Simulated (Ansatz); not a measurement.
`F[CH]1O[SiH2][GeH2]1` → C• + F• + Ge• + 5 H• + O• + Si•  (atomization)

Program: Ansatz. Geometries: PBE0-D4/def2-TZVP. ΔE: electronic, gas phase. CCSD(T)/CBS is the MP2 limit (def2-TZVPP, def2-QZVPP) plus CCSD(T) − MP2 in def2-TZVPP, frozen cores. This one scheme is used for every species, atoms too. Functionals use def2-TZVPP. B3LYP here is the variant with VWN-RPA as its local correlation; programs differ in this. No spin–orbit coupling; open shells (•) take unrestricted orbitals. Spin–orbit coupling would lower the free atoms: a little for C, F, O, Si; clearly for Ge. For Ge outer-core shells are correlated without core-valence functions, so the limit isn't a true one: a few kJ/mol of doubt a bond, and 10 to 20 or more in all where bonds break to atoms. Scalar relativity is left out up to krypton.

```tsv
level	ΔE (eV)	difference from CCSD(T)/CBS
PBE-D4	35.34	0.48
r2SCAN-D4	34.91	0.05
PBE0-D4	34.56	-0.30
B3LYP-D4	34.50	-0.36
ωB97X-V	35.04	0.18
ωB97M-V	34.73	-0.13
B2PLYP	34.20	-0.66
PBE	35.10	0.24
r2SCAN	34.85	-0.01
PBE0	34.36	-0.50
B3LYP	34.12	-0.74
HF/def2-TZVPP	24.19	-10.67
MP2/def2-TZVPP	34.49	-0.37
SCS-MP2/def2-TZVPP	34.24	-0.62
CCSD/def2-TZVPP	33.29	-1.57
CCSD(T)/def2-TZVPP	33.90	-0.96
HF/def2-QZVPP	24.23	-10.63
MP2/def2-QZVPP	35.06	0.20
SCS-MP2/def2-QZVPP	34.88	0.02
HF/CBS(def2)	24.24	-10.62
MP2/CBS(def2)	35.45	0.59
CCSD/CBS(def2)	34.24	-0.62
CCSD(T)/CBS	34.86	0
```

Largest T1 diagnostic among the species: 0.013.

In def2-TZVPP, CCSD(T) changes the Hartree–Fock value by +9.71 eV (the triples alone add +0.62 eV) and MP2 by +10.30 eV; breaking electron pairs costs correlation energy, which Hartree–Fock lacks. The D4 term adds +0.38 eV with B3LYP and +0.20 eV with PBE0; it sums over pairs of atoms, weighted by their polarisabilities, and B3LYP, whose exchange is more repulsive, gets the larger term.

For atomizations the MP2-based limit and the directly extrapolated one differ by several kJ/mol either way, and by 10 to 25 for some Ge, Se and Sn compounds, so smaller differences from it don't rank the levels.
